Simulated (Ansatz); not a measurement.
A nudged elastic band was laid between two geometries of C3H12OSi2 (18 atoms, charge 0, multiplicity 1).

Level of theory: Ansatz 0.2.0, RKS PBE0/6-31G.

```
movable images  : 7
climbing image  : yes
spring          : 5.0 eV/Å²
optimiser       : quadratic models (default)
start path      : IDPP
force threshold : 0.05 eV/Å
iteration limit : 39
end points      : relaxed
```

First end point:

```xyz
18
Properties=species:S:1:pos:R:3
C 1.765 -1.909 -0.880
Si 1.158 -0.238 -0.173
C 1.156 1.135 -1.491
C -0.631 -0.442 0.504
O -1.034 0.878 0.957
Si -2.581 1.158 1.699
H 1.131 -2.234 -1.712
H 1.752 -2.690 -0.112
H 2.791 -1.817 -1.251
H 2.037 0.158 0.987
H 0.679 2.026 -1.073
H 2.173 1.391 -1.804
H 0.590 0.824 -2.376
H -0.658 -1.169 1.330
H -1.307 -0.808 -0.285
H -2.615 2.615 2.033
H -2.739 0.326 2.948
H -3.705 0.809 0.753
```

Last end point:

```xyz
18
Properties=species:S:1:pos:R:3
C 1.427 -2.095 -1.055
Si 1.096 -0.367 -0.304
C 1.091 0.998 -1.629
C -0.613 -0.368 0.580
O -0.810 0.989 1.060
Si -2.220 1.438 1.971
H 0.668 -2.347 -1.803
H 1.418 -2.870 -0.281
H 2.406 -2.118 -1.545
H 2.143 -0.071 0.742
H 0.397 0.751 -2.440
H 0.766 1.935 -1.170
H 2.087 1.141 -2.061
H -0.625 -1.088 1.413
H -1.413 -0.655 -0.120
H -2.054 2.890 2.291
H -2.324 0.627 3.240
H -3.477 1.220 1.163
```

Task: What changes between the two ends?

Result: No bond is made or broken. The dihedral C4–Si2–C3–H13 goes from -67 to 172°. The two ends are copies of one structure, up to a mirror image or an exchange of like atoms.

Task: Give the energies along the band, and the barrier.

Result: It converged. The highest image is number 4 of 0 to 8, 0.048 eV above the ends, which have the same energy within 2 meV. A vibrational analysis at the climbing image gives one clearly imaginary mode, 139i cm⁻¹: a first-order saddle point. Limits of this set-up: no polarisation functions.

```json
{"image": "0", "path coordinate (Å)": "0.00", "energy (eV)": "0.000", "dihedral C4–Si2–C3–H13 (°)": "-67"}
{"image": "1", "path coordinate (Å)": "0.46", "energy (eV)": "0.006", "dihedral C4–Si2–C3–H13 (°)": "-82"}
{"image": "2", "path coordinate (Å)": "0.91", "energy (eV)": "0.023", "dihedral C4–Si2–C3–H13 (°)": "-97"}
{"image": "3", "path coordinate (Å)": "1.37", "energy (eV)": "0.041", "dihedral C4–Si2–C3–H13 (°)": "-113"}
{"image": "4", "path coordinate (Å)": "1.82", "energy (eV)": "0.048", "dihedral C4–Si2–C3–H13 (°)": "-128"}
{"image": "5", "path coordinate (Å)": "2.29", "energy (eV)": "0.041", "dihedral C4–Si2–C3–H13 (°)": "-143"}
{"image": "6", "path coordinate (Å)": "2.75", "energy (eV)": "0.023", "dihedral C4–Si2–C3–H13 (°)": "-158"}
{"image": "7", "path coordinate (Å)": "3.21", "energy (eV)": "0.007", "dihedral C4–Si2–C3–H13 (°)": "-173"}
{"image": "8", "path coordinate (Å)": "3.67", "energy (eV)": "0.000", "dihedral C4–Si2–C3–H13 (°)": "172"}
```

Task: What is the geometry of the highest image?

Result: 
```xyz
18
Properties=species:S:1:pos:R:3
C 1.435 -2.071 -1.075
Si 1.100 -0.351 -0.307
C 1.086 1.027 -1.629
C -0.603 -0.383 0.587
O -0.823 0.969 1.067
Si -2.234 1.401 1.985
H 0.679 -2.315 -1.830
H 1.423 -2.854 -0.309
H 2.416 -2.088 -1.562
H 2.147 -0.074 0.743
H 0.079 1.446 -1.713
H 1.761 1.840 -1.349
H 1.394 0.643 -2.607
H -0.596 -1.104 1.419
H -1.402 -0.686 -0.109
H -2.078 2.852 2.312
H -2.328 0.581 3.249
H -3.491 1.176 1.180
```

Task: What are the harmonic wavenumbers there?

Result: 139i, 50, 64, 85, 128, 142, 181, 202, 239, 270, 610, 648, 665, 674, 686, 718, 728, 735, 839, 888, 901, 914, 919, 935, 938, 956, 1082, 1236, 1325, 1352, 1361, 1506, 1511, 1513, 1515, 1521, 2154, 2157, 2163, 2234, 3016, 3071, 3074, 3082, 3170, 3174, 3183, 3188 cm⁻¹.

Time of the run: 3.2 min on 1 CPU thread of a shared host.
